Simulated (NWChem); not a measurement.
# CH7BO2Si; SMILES CB(O)O[SiH3]

```xyz
12

B      0.0341     0.9385     0.0007
C     -0.8462     2.2498    -0.0007
H     -1.9208     2.0230     0.0072
H     -0.6344     2.8680    -0.8896
H     -0.6232     2.8792     0.8774
O      1.4001     0.9698     0.0003
H      1.7538     1.8630    -0.0008
O     -0.5647    -0.2860     0.0018
Si    -0.0435    -1.8738    -0.0005
H      1.4436    -1.9801    -0.0277
H     -0.6159    -2.5452    -1.2028
H     -0.5711    -2.5362     1.2272
```
Atoms are numbered in this order, from 1.

Computed with NWChem. Pople sets run with spherical d functions. Coordinates come from a PBE0/def2-SVP optimisation. Not confirmed as a minimum by frequencies. Level M06-L/6-31G*: energy and gradient on several grids; changes count from the extra-fine grid, which is no exact limit either.

**Question.** Which is the coarsest grid (xcoarse; fine; medium; xfine; coarse) from which on the energy stays within 100 μHa and each gradient component within 200 μHa/bohr of xfine?

**Answer.** fine.
```csv
grid,size of the energy change (μHa),largest change of a gradient component (μHa/bohr),"time, medium = 1 (rough)"
xcoarse,2000,4000,about 1
coarse,3000,1000,about 1
medium,50,800,about 1
fine,< 10,60,about 1
xfine,< 10,< 30,2
```
